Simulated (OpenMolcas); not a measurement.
# Br³⁺: the spin-orbit constant, Slater's ratio, worked from levels

| Quantity | Value |
| --- | --- |
| Program | OpenMolcas 26.06 |
| Basis | ANO-RCC-VTZP [6s5p3d1f] |
| Scalar Hamiltonian | DKH2, point nucleus |
| Active space | 4 electrons in 4 orbitals (4s 4p) |
| State averaging | 2S+1 = 3 even, 6 roots; 2S+1 = 1 even, 12 roots; 2S+1 = 5 odd, 1 root; 2S+1 = 3 odd, 9 roots; 2S+1 = 1 odd, 8 roots |
| Spin-orbit coupling | state interaction with AMFI integrals over the reference wave functions, term energies averaged over their components |

Methods: CASSCF; MS-CASPT2, IPEA 0.25 Eh, imaginary shift 0.1 Eh (closed shells correlated: 3d).

**The spin-orbit constant.** For the Hund term ³P of p2, E(J) = (A/2) J(J+1) + constant and ζ = 2S·A = 2A. From J = 0 to J = 2 the energy changes by 3 A.

```json
{"Source": "CASSCF", "E(2) - E(0)": "5271.8", "A": "1757.3", "ζ": "3515"}
{"Source": "MS-CASPT2", "E(2) - E(0)": "5165.8", "A": "1721.9", "ζ": "3444"}
```

All in cm-1. Both methods take the spin-orbit matrix elements from the reference wave functions, so the second can move ζ only through the term energies and any multistate remixing. Second-order mixing with other terms is absorbed into this ζ.

**Slater's ratio.** With one set of orbitals, p2 has ¹D - ³P = 6 F2 and ¹S - ¹D = 9 F2 (F2 = F²/25), a ratio of 3/2. Term energies are centres of gravity, weighted by 2J + 1.

| Source | ¹D - ³P | ¹S - ³P | F2 from the first | Ratio |
| --- | --- | --- | --- | --- |
| CASSCF | 14936 | 28665 | 2489 | 0.919 |
| MS-CASPT2 | 12258 | 29038 | 2043 | 1.369 |

Energies in cm-1. A ratio away from 3/2 shows effects beyond one configuration with one set of orbitals, and in heavier atoms second-order spin-orbit shifts. In CASSCF the valence s occupation is 1.93 in ¹S against 1.98 in ¹D: mixing out of s² acts most on ¹S and pulls it down.

Over all roots computed the reference weight is 0.87 to 0.99 in MS-CASPT2; the roots of lowest weight are the least certain, and an intruder state may touch them. Levels of configurations outside the active space are missing.
